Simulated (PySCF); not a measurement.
O$_{2}$Zr, singlet, geometry from GFN2-xTB (such geometries of metal compounds can be far from the true shape) (core potentials on Zr); PBE0/def2-SVP, TDDFT (PySCF).

PySCF was given this input:
```python
from pyscf import gto, scf, dft, tdscf

mol = gto.M(
    atom='''
Zr    0.178031   -0.167449    0.181754
O     0.648216    0.612472   -1.346694
O    -1.538373    0.224775    0.437923
''',
    basis='def2-svp',
    ecp={'Zr': 'def2-svp'},
    charge=0,
    spin=0,
    verbose=4,
)

mf = dft.RKS(mol)
mf.xc = 'pbe0'
mf.kernel()
td = mf.TDDFT()
td.nstates = 5
td.kernel()
td.analyze(verbose=3)
```

It wrote (shortened):

```
PySCF version 2.14.0

[INPUT] verbose = 4
[INPUT] num. atoms = 3
[INPUT] num. electrons = 28
[INPUT] charge = 0
[INPUT] spin (= nelec alpha-beta = 2S) = 0
[INPUT] symmetry False subgroup None
[INPUT] Mole.unit = angstrom
[INPUT] Symbol           X                Y                Z      unit          X                Y                Z       unit  Magmom
[INPUT]  1 Zr     0.178031000000  -0.167449000000   0.181754000000 AA    0.336429831682  -0.316432749832   0.343465282044 Bohr   0.0
[INPUT]  2 O      0.648216000000   0.612472000000  -1.346694000000 AA    1.224950709561   1.157404338965  -2.544882833595 Bohr   0.0
[INPUT]  3 O     -1.538373000000   0.224775000000   0.437923000000 AA   -2.907103647426   0.424763189649   0.827554533648 Bohr   0.0

nuclear repulsion = 68.9936766960041
number of shells = 23
number of NR pGTOs = 105
number of NR cGTOs = 59
basis = def2-svp
ecp = {'Zr': 'def2-svp'}

******** <class 'pyscf.dft.rks.RKS'> ********
method = RKS
initial guess = minao
damping factor = 0
level_shift factor = 0
DIIS = <class 'pyscf.scf.diis.CDIIS'>
diis_start_cycle = 1
diis_space = 8
diis_damp = 0
SCF conv_tol = 1e-09
SCF conv_tol_grad = None
SCF max_cycles = 50
direct_scf = True
direct_scf_tol = 1e-13
XC library pyscf.dft.libxc version 7.1.2
    S. Lehtola, C. Steigemann, M. J. T. Oliveira, and M. A. L. Marques,  SoftwareX 7, 1–5 (2018)
XC functionals = pbe0
    C. Adamo and V. Barone,  J. Chem. Phys. 110, 6158 (1999)
    M. Ernzerhof and G. E. Scuseria,  J. Chem. Phys. 110, 5029 (1999)
radial grids:
    Treutler-Ahlrichs [JCP 102, 346 (1995); DOI:10.1063/1.469408] (M4) radial grids

becke partition: Becke, JCP 88, 2547 (1988); DOI:10.1063/1.454033
pruning grids: <function nwchem_prune>
grids dens level: 3
symmetrized grids: False
atomic radii adjust function: <function treutler_atomic_radii_adjust>
small_rho_cutoff = 0
Set gradient conv threshold to 3.16228e-05
Initial guess from minao.
tot grids = 50560
init E= -190.987162477671
  HOMO = -0.642224716539499  LUMO = -0.429685379035909  gap/eV = 5.78349
cycle= 1 E= -196.970587251133  delta_E= -5.98  |g|= 1.13  |ddm|= 4.02
  HOMO = -0.0914900471827167  LUMO = -0.0367241123896657  gap/eV = 1.49026
cycle= 2 E= -192.694486764131  delta_E= 4.28  |g|= 4.24  |ddm|= 3.52
  HOMO = -0.226227032012304  LUMO = -0.0687393528182767  gap/eV = 4.28546
cycle= 3 E= -197.160158198744  delta_E= -4.47  |g|= 0.533  |ddm|= 3.25
  HOMO = -0.254882112484403  LUMO = -0.124546393120962  gap/eV = 3.54662
cycle= 4 E= -197.235279505535  delta_E= -0.0751  |g|= 0.185  |ddm|= 0.74
  HOMO = -0.239176396603586  LUMO = -0.108643342694602  gap/eV = 3.55199
cycle= 5 E= -197.242906969981  delta_E= -0.00763  |g|= 0.0453  |ddm|= 0.184
  HOMO = -0.240757611268226  LUMO = -0.105680819628347  gap/eV = 3.67563
cycle= 6 E= -197.243329648244  delta_E= -0.000423  |g|= 0.0183  |ddm|= 0.0308
  HOMO = -0.243090832254513  LUMO = -0.105823374302123  gap/eV = 3.73524
cycle= 7 E= -197.243397929196  delta_E= -6.83e-05  |g|= 0.00217  |ddm|= 0.0105
  HOMO = -0.243314216478758  LUMO = -0.105857790609011  gap/eV = 3.74038
cycle= 8 E= -197.243398972577  delta_E= -1.04e-06  |g|= 0.000123  |ddm|= 0.00167
  HOMO = -0.24331965402288  LUMO = -0.105861688460806  gap/eV = 3.74042
cycle= 9 E= -197.243398967921  delta_E= 4.66e-09  |g|= 0.000209  |ddm|= 0.000235
  HOMO = -0.243318630266437  LUMO = -0.105861775383815  gap/eV = 3.74039
cycle= 10 E= -197.243398977231  delta_E= -9.31e-09  |g|= 2.13e-05  |ddm|= 0.000145
  HOMO = -0.243318753799912  LUMO = -0.105861848692342  gap/eV = 3.74039
cycle= 11 E= -197.243398977468  delta_E= -2.38e-10  |g|= 1.85e-06  |ddm|= 5.3e-05
  HOMO = -0.243319211190279  LUMO = -0.105862042019776  gap/eV = 3.74040
Extra cycle  E= -197.243398977472  delta_E= -3.18e-12  |g|= 1.07e-06  |ddm|= 7.31e-06
converged SCF energy = -197.243398977472

******** <class 'pyscf.tdscf.rks.TDDFT'> for <class 'pyscf.dft.rks.RKS'> ********
nstates = 5 singlet
deg_eia_thresh = 1.000e-03
wfnsym = None
conv_tol = 1e-05
eigh lindep = 1e-12
eigh level_shift = 0
eigh max_cycle = 100

Excitation energies (eV)
[2.40081171 3.18749212 3.57515966 3.62872464 3.79549496]

** Singlet excitation energies and oscillator strengths **
Excited State   1:      2.40081 eV    516.43 nm  f=0.0046
Excited State   2:      3.18749 eV    388.97 nm  f=0.0063
Excited State   3:      3.57516 eV    346.79 nm  f=0.0116
Excited State   4:      3.62872 eV    341.67 nm  f=0.0000
Excited State   5:      3.79549 eV    326.66 nm  f=0.0028
```
